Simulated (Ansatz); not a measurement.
Job for Ansatz (a first-principles code): U-B3LYP/def2-TZVPP on FHOSn (SMILES [OH][Sn][F]), a point of a bond scan (R = 5.310 Å). Elements past Kr take the def2 small-core potentials; no spin–orbit coupling.

Ansatz 0.2 input:
```yaml
crystal:
  periodic: [false, false, false]
  atoms:
    - {symbol: Sn, position_ang: [0.17128322, 0.03284367, 0.32223931]}
    - {symbol: F, position_ang: [-0.92460525, 3.48236162, -3.56260466]}
    - {symbol: O, position_ang: [-0.67402817, -1.51488275, -0.57778587]}
    - {symbol: H, position_ang: [-1.06052282, -1.31710786, -1.44035232]}
basis:
  gaussian:
    orbitals: def2-TZVPP
hamiltonian:
  xc: {name: B3LYP}
magnetization: {spin_polarized: true, initial_magnetization: 0}
```

It printed:

```
WARN ansatz: RAYON_NUM_THREADS=1 ignored (pool sized by the plan → 1); use --threads N
Functional definition: B3LYP
integrals: 0.03 GiB planned
798 factors; their error is unknown
mean field: 0.46 GiB planned
mean field evaluation 1: about -10599.8893 eV, gradient 5.9e1 eV
mean field evaluation 2: about -10221.5868 eV, gradient 1.4e2 eV
mean field evaluation 4: about -10602.6152 eV, gradient 5.3e1 eV
mean field evaluation 8: about -10607.4616 eV, gradient 3.4e1 eV
mean field evaluation 16: about -10613.4826 eV, gradient 5.6e-1 eV
mean field evaluation 32: about -10607.3386 eV, gradient 3.5e1 eV
mean field evaluation 64: about -10613.4843 eV, gradient 3.1e-2 eV
mean field evaluation 96: about -10612.4263 eV, gradient 1.2e-1 eV
mean field evaluation 128: about -10604.8079 eV, gradient 3.2e1 eV
mean field evaluation 160: about -10613.4484 eV, gradient 1.8e-1 eV
mean field -10613.48437151 eV, -390.0383565748 hartree, gradient 9.8e-6 eV, S^2 0.600313; 9 other end points of the search recorded, 0 dependent functions left out
reference -10613.48459919 eV, -390.0383649418 hartree; 20, 20 occupied and 106, 106 virtual orbitals, 798 factors
Total energy: -10613.48459919 eV, -390.0383649418 hartree
```

The run converged. Its determinant has ⟨S²⟩ = 0.60, a mixture of spin states.

Cost: very roughly 50 core-seconds.
